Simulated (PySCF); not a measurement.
# Dipole response of Cr (chromium, neutral)

[Ar] 3d5 4s1, high-spin 7S determinant. Calculation: PySCF 2.14, in aug-cc-pVTZ-DK (8s7p5d3f2g, 93 functions); the spin-free X2C one-electron Hamiltonian (Gaussian nucleus). Coupled (time-dependent) response in atomic units; α is the mean over directions.

```json
{"method": "TPSS", "mean α (bohr³)": "71.36", "C₆ (like pair)": "586.5", "S(−4)": "3947"}
{"method": "BP86", "mean α (bohr³)": "66.37", "C₆ (like pair)": "528.7", "S(−4)": "3443"}
```

S(−4) is the Cauchy moment in α(ω) = α(0) + S(−4) ω² + …

Reference α: 83 ± 12 bohr³ (recommended; Schwerdtfeger and Nagle, table of static dipole polarizabilities (2023 update)). Published C₆: 602.0 (Chu and Dalgarno (2004); Tang, Norbeck and Certain (1976)).

α(iu) at BP86:

```tsv
u (hartree)	α(iu) (bohr³)
0	66.37
0.0500	58.90
0.100	44.82
0.200	25.07
0.300	16.14
0.500	9.054
0.750	5.636
1.00	3.962
1.50	2.353
2.00	1.593
3.00	0.8863
5.00	0.3965
```

A single London oscillator, α(iu) = α/(1 + u²/ω²), gives C₆ = (3/4) ω α². Matching the computed C₆ needs ω = 4 × 528.7 / (3 × 66.37²) = 0.160 hartree.
